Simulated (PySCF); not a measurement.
Computed Raman spectrum (relative Raman activity) of a molecule C2H6FNSi2. The structure is a stationary point at B3LYP-D3(BJ)/def2-SVP. The values are those of a single conformer. These are B3LYP-D3(BJ)/def2-SVP in PySCF 2.14.0 values and carry that method's errors. Frequencies are harmonic and unscaled.

ν (cm⁻¹): 129 (vw), 256 (vw), 412 (w), 635 (w), 761 (w), 837 (vw), 864 (vw), 1053 (w), 1535 (w), 1537 (vw), 2197 (s), 2208 (vs), 3113 (s), 3139 (vs), 3582 (s), 3680 (m) (against the strongest line: vs over 80 %, s over 45 %, m over 15 %, w over 4 %, vw less)

### Question
Which structure fits?
A) F[Si@]1([SiH3])C=NC1
B) N[Si@@H]1C=C[Si@@H]1F
C) N[Si@]1(F)C=C[SiH2]1
D) C#C[Si@H](F)[SiH2]N

### Answer
B, N[Si@@H]1C=C[Si@@H]1F
